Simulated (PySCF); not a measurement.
Br4Zr, SMILES [Br][Zr+]([Br])([Br])[Br] (connectivity only; charge and spin as stated), charge +1, multiplicity 2. Atoms are numbered in the order given.

```xyz
5

Zr     0.0000     0.0000     0.0000
Br    -1.4707     1.4707    -1.3377
Br    -1.4707    -1.4707     1.3377
Br     1.4707     1.4707     1.3377
Br     1.4707    -1.4707    -1.3377
```
Charge +1, spin multiplicity 2.

Coordinates come from a PBE0-D3(BJ)/def2-SVP optimisation. The geometry has at least one imaginary mode, so it is a saddle point at that level. The multiplicity is an assumed one; other spin states were not compared. The def2 effective core potentials stand for the cores of Zr; spin–orbit coupling is left out.

Level of theory: PySCF with CAM-B3LYP/def2-TZVP.

ESP charges are fitted to the potential on shells at 1.4 to 2.0 van der Waals radii. Atomic charges (e):

```json
[
 {"atom": "Zr1", "Löwdin": "-0.61", "ESP fit": "0.18", "Mulliken spin": "-0.20"},
 {"atom": "Br2", "Löwdin": "0.40", "ESP fit": "0.21", "Mulliken spin": "0.30"},
 {"atom": "Br3", "Löwdin": "0.40", "ESP fit": "0.21", "Mulliken spin": "0.30"},
 {"atom": "Br4", "Löwdin": "0.40", "ESP fit": "0.21", "Mulliken spin": "0.30"},
 {"atom": "Br5", "Löwdin": "0.40", "ESP fit": "0.21", "Mulliken spin": "0.30"}
]
```
